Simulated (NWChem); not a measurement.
# Basis-set convergence for H2Pb

```xyz
3

Pb     0.0000     0.0000    -0.0314
H      1.3212     0.0000     1.2881
H     -1.3212     0.0000     1.2881
```
Charge 0, spin multiplicity 1.

Everything below was run with NWChem. Structure: optimised with B3LYP/def2-SVP with def2 effective core potentials on Pb, a minimum by its harmonic frequencies.

Quantity: vertical ionisation energy at the level ΔB3LYP (Δ: difference of total energies, the cation a doublet at the parent's geometry with its hole in an orbital of symmetry a1 (C2v labels); it is the state that the SCF runs reached, from PBE0 orbitals for Hartree-Fock references, and need not be the lowest).

Effective core potentials replace the inner electrons of Pb; spin-orbit coupling is left out. B3LYP has NWChem's definition, with VWN1-RPA local correlation. The structure started from a generated list of species. The stability of the SCF solutions was not checked.

In def2-QZVP the value is 9.11 eV. Among def2-SVP, def2-SVPD, def2-TZVP, def2-TZVPD, def2-TZVPP, which is the smallest basis within 0.1 eV of it?

def2-SVP, with 36 functions against 142 (also within reach: def2-SVPD, def2-TZVP, def2-TZVPD, def2-TZVPP). def2-QZVP isn't the basis-set limit itself, and a small set can land close by cancellation.

```csv
basis,functions,vertical ionisation energy (eV)
def2-SVP,36,9.07
def2-SVPD,48,9.09
def2-TZVP,62,9.10
def2-TZVPD,74,9.10
def2-TZVPP,78,9.10
def2-QZVP,142,9.11
```
